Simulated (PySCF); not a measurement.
**Co⁺: ionisation energy**

Co⁺ [Ar] 3d8 (3F) → Co²⁺ [Ar] 3d7 (4F), as a difference of total energies. All numbers are calculated (PySCF 2.14, scalar relativity by spin-free X2C-1e, in jorge-DZP-DKH (8s6p2d1f, 43 functions)). Correlated levels: valence: [Ar] frozen. The calculations carry no spin-orbit coupling.

```
           method  ionisation energy (eV)  difference from reference (eV)
              UHF                  14.061                          -3.023
           M06-2X                  16.566                          -0.518
              LDA                  17.758                          +0.674
    MP2 (valence)                  16.031                          -1.053
SCS-MP2 (valence)                  15.916                          -1.168
```

Reference: 17.084 eV (measured; NIST Atomic Spectra Database, ionization energies).

The reference lies between the lowest fine-structure levels, while these numbers refer to the centres of the terms.

Errors of the correlated levels include the incompleteness of this basis and the frozen core.
